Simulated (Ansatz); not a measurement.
Computed with Ansatz on PBE0-D4/def2-TZVP structures; ΔE is electronic, products minus reactants. CCSD(T)/CBS adds triple-zeta CCSD(T) − MP2 to the extrapolated MP2 energy (def2 sets, frozen cores). This one scheme is used for every species. Functionals use def2-TZVPP. HSE06 is defined as in plane-wave codes. def2 core potentials past Kr. For Sn outer-core shells are correlated without core-valence functions, which leaves a few kJ/mol of doubt a bond. Each species was taken in one conformer, which may not be the lowest.

Consider the ligand exchange at the Sn–Cl bond: `[SiH3][O][Sn][Cl]` + NH₃ → `[NH2][Sn][O][SiH3]` + HCl.

(1) Is it downhill or uphill in electronic energy at CCSD(T)/CBS, and by how much? (Estimate.)

(2) What do these levels give: BHLYP-D4, PBE, revPBE, HSE06, CCSD/def2-SVP, CCSD/CBS(def2)? (Estimate.)

Largest T1 diagnostic among the species: 0.016.

Answers

(1) Ansatz gave: Uphill: ΔE = +97.3 kJ/mol.

(2) Computed: BHLYP-D4 105.7, PBE 100.2, revPBE 103.3, HSE06 102.7, CCSD/def2-SVP 96.5, CCSD/CBS(def2) 98.9 kJ/mol.

In def2-TZVPP, CCSD(T) changes the Hartree–Fock value by −17.8 kJ/mol (the triples alone add −1.6 kJ/mol) and MP2 by −14.8 kJ/mol. From BLYP to BHLYP (50 % exact exchange), in def2-TZVPP and without D4, ΔE moves by +3.2 kJ/mol. Leaving LDA and LC-ωPBE aside and taking each functional with its dispersion term where it has one, the values, not all of them listed here, spread over 8.5 kJ/mol, from CAM-B3LYP-D4 to BHLYP-D4. LDA lies −10.5 kJ/mol from PBE without D4.
